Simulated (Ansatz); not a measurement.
System: GeH₄, charge 0, singlet. GeH4 (SMILES [GeH4]).
B3LYP-D3(BJ)/def2-TZVP minimum from Ansatz (a first-principles code):
```
Ge
H 1 1.5358
H 1 1.5358 2 109.47
H 1 1.5358 2 109.47 3 -120.00
H 1 1.5358 2 109.47 3 120.00
```

Total energies in cc-pVTZ, 8 correlated electrons, 14 frozen orbitals. Open shells are spin-unrestricted; no spin-orbit coupling. Correlated methods leave the cores frozen (noble-gas shells, and filled d and f shells in the p block). No relativity.

```csv
method,program,energy (Eh),minus CCSDT(Q) (mEh)
HF,Ansatz,-2077.71802,171.43
MP2,Ansatz,-2077.85646,32.99
CCSD,Ansatz,-2077.88505,4.39
CCSD(T),Ansatz,-2077.88869,0.76
CCSDT(Q),Ansatz,-2077.88944,0.00
```

Rough core times of Ansatz's runs on a shared machine: CCSD(T) under 20 s, CCSDT(Q) 2 min.
